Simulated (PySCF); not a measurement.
# La(III) with different ligands

Computed with PySCF 2.14.0, PBE0, def2-SVP on the ligands, density fitting, scalar-relativistic core potentials, no spin-orbit coupling, vacuum. The metal has def2-SVP with ECP46. Each complex is relaxed within the symmetry of a template of the same shape. Distances are means of the shortest metal–ligand contacts, charges and spins Mulliken's; removal energies are rigid, with the ligand's formal charge and no counterpoise, so too large; for an anion taken off a cation in vacuum most of it is the attraction of opposite charges, and multiply charged cations can part far more cheaply with an electron moved from ligand to metal.

| complex | point group | M–first ligand (Å) | charge on M (e) | HOMO–LUMO gap (eV) | removal of one first-named ligand (eV) | strongest infrared band, degenerate modes summed (cm⁻¹) | unstable modes (below −25 cm⁻¹) |
| --- | --- | --- | --- | --- | --- | --- | --- |
| [LaH4]− | Td | 2.226 | 0.45 | 5.45 | 4.60 | 1155 | 0 |
| [LaCl4]− | Td | 2.675 | 0.76 | 7.55 | 4.82 | 298 | 0 |
| [La(NH2)4]− | S4 | 2.400 | 0.68 | 4.51 | 4.95 | – | not given |
| [LaF4]− | Td | 2.209 | 1.05 | 8.02 | 6.27 | 499 | 0 |

Task: What does the calculation give for [La(OH)4]−?

Result: point group: S4, nearly Td, M–first ligand (Å): 2.256, charge on M (e): 0.84, HOMO–LUMO gap (eV): 5.96, removal of one first-named ligand (eV): 5.36, strongest infrared band, degenerate modes summed (cm⁻¹): 218, unstable modes (below −25 cm⁻¹): 0.
```xyz
9

La    0.0000    0.0000    0.0000
O     1.4348    1.1542    1.3042
H     2.0000    1.6937    1.8543
O    -1.4348   -1.1542    1.3042
H    -2.0000   -1.6937    1.8543
O     1.1542   -1.4348   -1.3042
H     1.6937   -2.0000   -1.8543
O    -1.1542    1.4348   -1.3042
H    -1.6937    2.0000   -1.8543
```

Moved off a saddle point of the template and relaxed again: [La(NH2)4]−. One start shape was tried for each, so a minimum needn't be the lowest isomer.
